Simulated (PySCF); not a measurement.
Species: C₆H₆O.
SMILES with atom numbers: `[CH2:1]=[C:2]([CH3:3])[c:4]1[cH:5][c:6]1=[O:7]` (hydrogens: H8, H9 on C1; H10, H11, H12 on C3; H13 on C5)

The geometry is computed with GFN2-xTB (gas phase).

(1) What internal coordinates does the optimisation give?

Results:

(1) 
| bond | length (Å) |
| --- | --- |
| C1=C2 | 1.335 |
| C2–C3 | 1.500 |
| C2–C4 | 1.433 |
| C4–C5 | 1.361 |
| C5–C6 | 1.424 |
| C6=O7 | 1.195 |
| C4–C6 | 1.437 |
| C1–H8 | 1.076 |
| C1–H9 | 1.077 |
| C3–H10, C3–H11, C3–H12 | 1.088 |
| C5–H13 | 1.067 |

Bonds in one row agree within 0.01 Å and their mean is given. A selection of angles:
| angle | degrees |
| --- | --- |
| C2–C1–H8 | 121.2 |
| C2–C1–H9 | 121.7 |
| H8–C1–H9 | 117.1 |
| C1–C2–C3 | 123.7 |
| C1–C2–C4 | 119.6 |
| C3–C2–C4 | 116.7 |
| C2–C3–H10 | 110.9 |
| C2–C3–H11 | 110.1 |
| H10–C3–H11 | 109.0 |
| H11–C3–H12 | 107.8 |
| C2–C4–C5 | 146.0 |
| C2–C4–C6 | 152.9 |
| C5–C4–C6 | 61.1 |
| C4–C5–C6 | 62.1 |
| C4–C5–H13 | 145.5 |
| C6–C5–H13 | 152.4 |
| C5–C6–O7 | 151.9 |
| C4–C6–C5 | 56.8 |
| C4–C6–O7 | 151.3 |

Dihedral angles: C1–C2–C4–C5 180° (antiperiplanar).

The 6 C–C bonds span 1.335 Å (C1=C2, drawn double) to 1.500 Å (C2–C3, drawn single), a spread of 0.165 Å. The 3-membered ring C4–C5–C6 has internal angles of 56.8° to 62.1°. Of the pairs four or more bonds apart, H9···H10 is among the closest relative to their van der Waals radii: 2.43 Å, 101 % of the sum of Bondi's values. The 7 heavy atoms lie in one plane (0.001 Å rms).

Point group: Cs (tolerance 0.08 Å). GFN2-xTB frequencies: not computed here. The numbers are those of one conformer.
